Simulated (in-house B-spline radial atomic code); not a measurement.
## Binding energies in neutral cobalt

NIST's tabulated ground configuration is [Ar] 3d7 4s2; each binding energy is the energy of the ion with one electron taken from that subshell, relaxed, less that of the parent. All numbers are computed (Dirac-Kohn-Sham B3LYP, spherical fractional occupations; Fermi nucleus of rms radius 3.7875 fm) with a radial B-spline atomic code at the basis-set limit, not measured. Energies include first-order Breit, QED and recoil terms.

Caution: exact exchange at fractional occupations of open shells leaves self-interaction of up to several eV.

```tsv
subshell	X-ray name	binding energy (eV)	-ε (eV)	relaxation (eV)
1s	K	7762.1	7630.7	-142.6
2s	L1	931.5	913.1	-19.4
2p1/2	L2	814.9	791.7	-24.2
2p3/2	L3	802.4	776.8	-26.2
3s	M1	114.3	107.6	-6.8
3p1/2	M2	77.43	70.88	-6.63
3p3/2	M3	76.23	68.99	-7.29
3d	M4,5	16.06	9.17	-6.88
4s	N1	9.43	6.16	-3.28
```

Relaxation = -ε minus the binding energy without Breit, QED and recoil terms. With a density functional, K lines can miss by some tenths of a per cent, more in light atoms. For a density functional the relaxation so defined is negative, because -ε of a Kohn-Sham level is smaller than the binding energy.

Emission lines follow as differences of binding energies, with λ = 12398.42 eV·Å / E:

```json
{"line": "K-L3", "holes": "1s → 2p3/2", "energy (eV)": "6959.7", "wavelength (Å)": "1.7815"}
{"line": "K-L2", "holes": "1s → 2p1/2", "energy (eV)": "6947.2", "wavelength (Å)": "1.7847"}
{"line": "K-M3", "holes": "1s → 3p3/2", "energy (eV)": "7685.9", "wavelength (Å)": "1.6131"}
{"line": "L1-M3", "holes": "2s → 3p3/2", "energy (eV)": "855.3", "wavelength (Å)": "14.496"}
{"line": "L3-M1", "holes": "2p3/2 → 3s", "energy (eV)": "688.1", "wavelength (Å)": "18.018"}
```

Task: What screening constant σ does Moseley's law, E = (3/4)·13.6057 eV·(Z - σ)², need for K-L3?

Result: σ = 0.88.

Task: What does it cost to remove both a 1s and a 2p3/2 electron?

Result: 8657.2 eV, which is 92.63 eV more than the two single binding energies together.

Task: What does it cost to remove both a 2p1/2 and a 4s electron?

Result: 834.34 eV, which is 9.979 eV more than the two single binding energies together.

Task: What does it cost to remove both a 3s and a 4s electron?

Result: 133.68 eV, which is 9.947 eV more than the two single binding energies together.
